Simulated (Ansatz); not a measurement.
A made-up structure of H$_{2}$Se$_{2}$, singlet:

```
4
angstrom
Se 0.5928 -0.8889 0.1376
Se 0.4686 0.9502 0.1949
H -0.7771 -0.7780 0.7584
H -0.2843 0.7167 -1.0908
```

It is relaxed with PBE-D4/def2-SVP and then PBE0-D4/def2-TZVP (Ansatz 0.2.0). Atoms count as bonded within 1.22 times the sum of their covalent radii (H–H: 0.88 Å). The end point is not checked to be a true minimum.

Problem. Does its bonding change? (A judgement: the text doesn't fix the answer.)

Solution. Computed: No: no bond forms or breaks.

Where it ends: The first stage lowers the energy by 4.88 eV in 10 steps. It ends as H₂Se₂ ([SeH][SeH]):
Se1  (0.518, -1.126, 0.285)
Se2  (0.466, 1.183, 0.024)
H3  (-0.776, -1.245, 0.978)
H4  (-0.208, 1.188, -1.286)
(Å)

Labels in which every atom is bracketed show which atoms are joined, not bond orders.

For scale, one of the runs: PBE0-D4/def2-TZVP relaxation, 108 basis functions, launched by `ansatz run in.yaml --threads 2 --pin off --events-out ev --progress --plain --max-ram 4352MiB`. Hardware: 2 CPU threads of an Arm Neoverse V2, shared host. Wall time about 9.5 s.
